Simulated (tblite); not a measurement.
Species: C7H15BO2.
Atom-mapped SMILES: `[CH3:1][O:2][B:3]([O:4][CH3:5])[CH:6]1[CH2:7][CH2:8][CH2:9][CH2:10]1` (hydrogens: H11, H12, H13 on C1; H14, H15, H16 on C5; H17 on C6; H18, H19 on C7; H20, H21 on C8; H22, H23 on C9; H24, H25 on C10)

Computed with GFN2-xTB (tblite), gas phase: L-BFGS steps from a force-field or distance-geometry start until the largest atomic force falls under 0.01 eV/Å.

The end geometry, which sets the zero of energy:
```
atom  x, y, z in Å
C1      2.9322   -1.6066    0.0701
O2      1.5731   -1.2690    0.2348
B3      1.1320    0.0015    0.3570
O4      2.0597    1.0013    0.3270
C5      1.7711    2.3728    0.3900
C6     -0.4554    0.2231    0.4751
C7     -1.1082    0.4939   -0.8930
C8     -2.5813    0.1937   -0.6423
C9     -2.5365   -1.0863    0.1913
C10    -1.2435   -0.9871    1.0219
H11     3.3752   -1.8305    1.0437
H12     2.9787   -2.4964   -0.5602
H13     3.4876   -0.7905   -0.3938
H14     2.7140    2.8972    0.5541
H15     1.3283    2.7175   -0.5486
H16     1.0841    2.6032    1.2083
H17    -0.6763    1.0885    1.1103
H18    -0.9363    1.5123   -1.2406
H19    -0.7099   -0.1989   -1.6358
H20    -3.0294    1.0050   -0.0656
H21    -3.1497    0.0715   -1.5638
H22    -2.4881   -1.9511   -0.4711
H23    -3.4203   -1.1961    0.8191
H24    -1.4616   -0.8511    2.0811
H25    -0.6504   -1.8937    0.9188
```

**Question.** These geometries come from the run, each turned onto the end geometry. Order them by energy, lowest first.
A.
```
atom  x, y, z in Å
C1      2.8956   -1.4893    0.1378
O2      1.5585   -1.1779   -0.2134
B3      1.0959    0.0172    0.1950
O4      2.0361    0.8928    0.6736
C5      1.9269    2.2842    0.4672
C6     -0.4808    0.2795    0.2861
C7     -1.2882    0.5079   -1.0150
C8     -2.7163    0.1829   -0.5341
C9     -2.4901   -1.1673    0.1639
C10    -1.1784   -0.9546    0.9505
H11     2.9423   -1.6056    1.2301
H12     3.0718   -2.4200   -0.3915
H13     3.6337   -0.7190   -0.1529
H14     2.9484    2.6420    0.6131
H15     1.5915    2.4966   -0.5597
H16     1.2320    2.7171    1.1991
H17    -0.6242    1.1548    0.9428
H18    -1.1537    1.5121   -1.4392
H19    -0.9570   -0.1970   -1.7938
H20    -3.0552    0.9254    0.2027
H21    -3.4793    0.1417   -1.3149
H22    -2.3520   -1.9479   -0.5926
H23    -3.3034   -1.4926    0.8165
H24    -1.3283   -0.7227    2.0046
H25    -0.5367   -1.8363    0.9119
```
B.
```
atom  x, y, z in Å
C1      2.9412   -1.5887    0.1609
O2      1.5687   -1.2530    0.0930
B3      1.1230    0.0228    0.2267
O4      2.0873    0.9631    0.4504
C5      1.9355    2.3577    0.4648
C6     -0.4803    0.2661    0.2767
C7     -1.3071    0.5122   -1.0059
C8     -2.7292    0.1628   -0.5596
C9     -2.5081   -1.1546    0.1721
C10    -1.1948   -0.9434    0.9373
H11     3.2233   -1.8023    1.1969
H12     3.0990   -2.4932   -0.4278
H13     3.5764   -0.7847   -0.2187
H14     2.9213    2.7812    0.6674
H15     1.5860    2.7070   -0.5105
H16     1.2420    2.7023    1.2394
H17    -0.6594    1.1475    0.9051
H18    -1.2320    1.5394   -1.3696
H19    -1.0040   -0.1761   -1.7976
H20    -3.1013    0.9178    0.1381
H21    -3.4396    0.0690   -1.3823
H22    -2.3819   -1.9512   -0.5618
H23    -3.3289   -1.4265    0.8337
H24    -1.3830   -0.7235    1.9876
H25    -0.5648   -1.8274    0.8715
```
C.
```
atom  x, y, z in Å
C1      2.8096   -1.4279    0.0817
O2      1.5753   -1.0625   -0.5236
B3      1.0882    0.0099    0.1136
O4      1.9733    0.8120    0.8202
C5      1.9298    2.1946    0.4880
C6     -0.4597    0.2783    0.2936
C7     -1.2648    0.4764   -0.9856
C8     -2.6639    0.1906   -0.4958
C9     -2.4465   -1.1621    0.1643
C10    -1.1509   -0.9554    0.9681
H11     2.5836   -1.4179    1.1407
H12     3.1890   -2.3945   -0.2374
H13     3.5307   -0.6418   -0.1141
H14     2.9395    2.6010    0.5690
H15     1.5859    2.2532   -0.5364
H16     1.2511    2.7612    1.1234
H17    -0.6609    1.1525    0.9273
H18    -1.1249    1.4775   -1.3811
H19    -0.9692   -0.2778   -1.7134
H20    -2.9022    0.9359    0.2641
H21    -3.3993    0.1837   -1.2880
H22    -2.2578   -1.9090   -0.6079
H23    -3.2761   -1.4640    0.7956
H24    -1.3828   -0.7619    2.0101
H25    -0.5079   -1.8281    0.9113
```
D.
```
atom  x, y, z in Å
C1      2.9070   -1.5987    0.1430
O2      1.5413   -1.2505    0.1215
B3      1.1157    0.0296    0.2160
O4      2.0759    0.9972    0.2242
C5      1.8810    2.3722    0.4157
C6     -0.4680    0.2555    0.3575
C7     -1.2243    0.5094   -0.9580
C8     -2.6641    0.1602   -0.5944
C9     -2.5038   -1.1414    0.1868
C10    -1.1983   -0.9589    0.9769
H11     3.2045   -1.8058    1.1753
H12     3.0269   -2.4999   -0.4584
H13     3.5265   -0.7937   -0.2548
H14     2.8505    2.8060    0.6747
H15     1.5055    2.8446   -0.4971
H16     1.1789    2.5680    1.2309
H17    -0.6618    1.1210    1.0005
H18    -1.1055    1.5363   -1.3024
H19    -0.8638   -0.1674   -1.7334
H20    -3.0714    0.9335    0.0599
H21    -3.3162    0.0564   -1.4617
H22    -2.4061   -1.9753   -0.5100
H23    -3.3557   -1.3449    0.8362
H24    -1.4020   -0.7758    2.0316
H25    -0.5838   -1.8535    0.9073
```
E.
```
atom  x, y, z in Å
C1      2.9198   -1.6253    0.0684
O2      1.5639   -1.2656    0.2104
B3      1.1343    0.0082    0.3369
O4      2.0654    1.0052    0.3204
C5      1.7687    2.3748    0.3977
C6     -0.4505    0.2380    0.4618
C7     -1.1177    0.5088   -0.8993
C8     -2.5837    0.1803   -0.6437
C9     -2.5191   -1.0943    0.1962
C10    -1.2275   -0.9719    1.0240
H11     3.3397   -1.8542    1.0512
H12     2.9629   -2.5188   -0.5577
H13     3.5002   -0.8209   -0.3859
H14     2.7029    2.9015    0.6000
H15     1.3520    2.7296   -0.5493
H16     1.0557    2.5886    1.1983
H17    -0.6649    1.1045    1.0974
H18    -0.9733    1.5357   -1.2336
H19    -0.7106   -0.1620   -1.6569
H20    -3.0442    0.9865   -0.0705
H21    -3.1528    0.0449   -1.5625
H22    -2.4605   -1.9635   -0.4595
H23    -3.3992   -1.2107    0.8279
H24    -1.4471   -0.8213    2.0808
H25    -0.6252   -1.8740    0.9352
```

**Answer.** E (0.002 eV), D (0.035 eV), B (0.108 eV), A (0.420 eV), C (0.930 eV).

In the order of the answer:

```tsv
step	E above end (eV)	largest force (eV/Å)	rms force component (eV/Å)	rms distance from end (Å)	rms bond change (Å)	bond most changed (Å)
61	0.002	0.03	0.009	0.029	0.000	C9–C10 -0.001
30	0.035	0.10	0.028	0.141	0.001	C9–C10 -0.003
17	0.108	0.15	0.052	0.209	0.005	B3–C6 +0.015
9	0.420	0.53	0.203	0.275	0.009	C6–C10 +0.021
3	0.930	0.84	0.238	0.370	0.012	B3–C6 -0.026
```

What follows is the cost of the whole relaxation. Time: 0.83 s. Hardware: Intel Xeon Platinum 8488C, one thread, on a shared host.
